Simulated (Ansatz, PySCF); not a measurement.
The pair A = GaH3 (SMILES [GaH3]) (first 4 atoms), B = C2H6O (SMILES COC); geometry from B3LYP-D3(BJ)/def2-TZVP.
(charge 0, multiplicity 1):
```xyz
13

Ga     0.7169     0.2403     0.9854
H      1.9781    -0.6968     1.1198
H     -0.6087    -0.3757     0.3769
H      0.9005     1.8057     0.9343
C     -0.9784     0.9930     3.4182
O      0.1018     0.1289     3.0565
C     -0.0423    -1.1945     3.5780
H     -1.0481     1.0539     4.5063
H     -1.9197     0.6212     3.0045
H     -0.7542     1.9720     3.0040
H     -0.1029    -1.1526     4.6675
H      0.8393    -1.7527     3.2753
H     -0.9398    -1.6691     3.1725
```

Correlated levels freeze the cores. Filled d and f shells under p-block atoms count as core.

Programs: Ansatz (Gaussian basis) for Hartree–Fock, density functionals and correlated methods; PySCF for the dispersion terms. 

The monomers are drawn apart, rigid, along the line of their centres of mass. Counterpoise-corrected interaction energies (kcal/mol):

```csv
level,R = 3.475 Å,R = 4.340 Å
PBE/def2-TZVPPD,-7.3307,-2.4877
PBE-D3(BJ)/def2-TZVPPD,-8.5625,-3.0501
wB97M-V/def2-TZVPPD,-8.6857,-3.0094
CCSD(T)/aug-cc-pVDZ,-8.5094,-3.0814
```

Question: R is the distance of the centres of mass. Find the local exponent m of E ∝ R⁻ᵐ between the two points.

Answer: 
m = ln(E₁/E₂)/ln(R₂/R₁): PBE/def2-TZVPPD 4.9; PBE-D3(BJ)/def2-TZVPPD 4.6; wB97M-V/def2-TZVPPD 4.8; CCSD(T)/aug-cc-pVDZ 4.6. For scale, two fixed dipoles give m = 3, dipole and quadrupole 4, quadrupoles 5, and dispersion or dipole-induced dipole 6 at long range; at these distances several terms mix, and what is left of overlap and damping shifts m, so it need not match one of them.

Ansatz is a first-principles code.
